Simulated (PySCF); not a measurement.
**Electron correlation in V³⁺ (vanadium, charge +3)**

Starting occupation: [Ar] 3d2, 3d3/2 with m_j = +1/2, +3/2. Computed with PySCF 2.14 in x2c-TZVPall-2c (6s7p4d1f, 54 functions), with X2C-1e with screened-nucleus spin-orbit coupling, Gaussian nucleus. Frozen: [Ne]; 10 electrons correlated.

MP2 pair energies summed by pair of shells (mhartree):

```
 pair   energy  share (%)
3p-3p  -116.46       54.5
3d-3p   -55.69       26.1
3p-3s   -24.63       11.5
3d-3s    -8.23        3.9
3s-3s    -5.48        2.6
3d-3d    -3.11        1.5
```

Total MP2 correlation energy: -213.60 mhartree.

The GHF reference relaxed away from the jj start to a determinant that is no pure jj level (⟨S²⟩ = 2.00, ⟨J²⟩ = 7.81); the energies belong to that determinant.

This basis was not built for core-valence correlation, so the inner-shell part is incomplete.
